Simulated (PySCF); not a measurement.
**Al2SiHO2F5**

Al2SiHO2F5 is a silylene (divalent Si8, bonded to 2 O), neutral, singlet. The structure, one conformer, was relaxed in the gas phase by PBE0-D3(BJ)/def2-SVP. No frequency run checks that it is a minimum.

SMILES: O[Si][O][Al-]1([F])[F+][Al-]([F])([F])[F+]1

Coordinates in Å:
```
F1     -2.650   -0.103   -2.150
Al2    -1.477   -0.274   -1.015
F3     -1.472   -1.445    0.163
F4      0.197   -0.173   -1.666
Al5     0.824    1.162   -0.568
F6      1.291    2.462   -1.461
O7      1.570    0.445    0.750
Si8     1.922   -0.535    2.071
O9      0.645   -1.583    2.125
F10    -0.980    1.262   -0.224
H11    -0.106   -1.601    1.509
```

Shieldings: GIAO PBE0/pcSseg-1. Shifts are against computed references at the same level: H TMS (σ 31.27 ppm), Si TMS (σ 352.0 ppm). Core levels by delta-SCF with SCAN, pcX-2 on the ionised atom and pcseg-1 elsewhere, spin-free X2C (2p3/2 is the spin-free 2p value less a third of a first-order spin-orbit splitting); from the vacuum level, for chosen atoms.

Problem. Give the NMR and core-level values of the distinct atoms.

Solution. 
| atoms | bonded to | σ (ppm) | δ (ppm) | core level (eV) |
| --- | --- | --- | --- | --- |
| F1 | 1 Al | 389.3 | - | 1s 693.11 |
| Al2 | 4 F | 527.5 | - | - |
| F3 | 1 Al | 389.2 | - | - |
| F4 F10 | 2 Al | 362.3 | - | 1s 695.09 |
| Al5 | 3 F + 1 O | 529.2 | - | 2p3/2 83.22 |
| F6 | 1 Al | 390.0 | - | 1s 692.70 |
| O7 | 1 Al + 1 Si | 173.8 | - | 1s 538.19 |
| Si8 | 2 O | 306.6 | 45.4 | - |
| O9 | 1 Si + 1 H | 137.6 | - | - |
| H11 | 1 O | 24.79 | 6.48 | - |

Values are those of this one static structure; atoms that internal rotation interchanges would show their mean in an NMR spectrum.

Problem. By CAM-B3LYP/def2-SVPD (TDDFT singlets, Tamm-Dancoff triplets, ionisation by delta-SCF), where does absorption start, and what does vertical ionisation take?

Solution. The lowest singlet lies at 5.31 eV (f 0.125), the lowest triplet at 3.11 eV; vertical ionisation takes 9.79 eV.
